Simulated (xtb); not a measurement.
GeI, SMILES [Ge][I] (connectivity only; charge and spin as stated), charge +1, multiplicity 1. All values are semi-empirical tight-binding results from xtb (GFN2-xTB unless named), good for trends rather than for accurate numbers. Geometry: GFN2-xTB. The spin state was assumed, not searched.

For metal compounds this method's bond lengths and energies can be far off.

- point group as xtb finds it = C∞v
- orbital gap = 3.29 eV
